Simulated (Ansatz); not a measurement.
Wavefunction ladder for `C[CH2][Sn][CH2]C`

```xyz
15

C    -1.391   -0.248   -1.347
C     0.023    0.201   -1.696
Sn    0.757    1.853   -0.434
C     0.418    0.791    1.469
C     1.020   -0.606    1.538
H    -2.116    0.567   -1.448
H    -1.739   -1.057   -1.998
H    -1.460   -0.610   -0.318
H     0.083    0.516   -2.741
H     0.728   -0.631   -1.580
H     0.799    1.420    2.279
H    -0.671    0.746    1.604
H     2.106   -0.590    1.403
H     0.831   -1.088    2.503
H     0.611   -1.263    0.765
```

The species carries charge 0 and has multiplicity 1. Correlated methods freeze the filled d shell of Sn. Sn: def2 effective core potential. The structure was optimised at the PBE0-D4/def2-TZVP level. It is one conformer, not always the lowest. Frozen core, restricted reference, Ansatz.

| basis | HF (Eh) | MP2 corr. |
| --- | --- | --- |
| def2-SVP | -370.49088 | -0.65326 |
| def2-TZVPP | -370.67060 | -0.80112 |
| def2-QZVPP | -370.67977 | -0.85133 |

**Question.** Estimate the CCSD correlation energy and the (T) correction in each basis where they were run (hartree).

**Answer.** 
```
     basis  CCSD corr.       (T)
  def2-SVP    -0.72371  -0.02206
def2-TZVPP    -0.86041  -0.03446
```
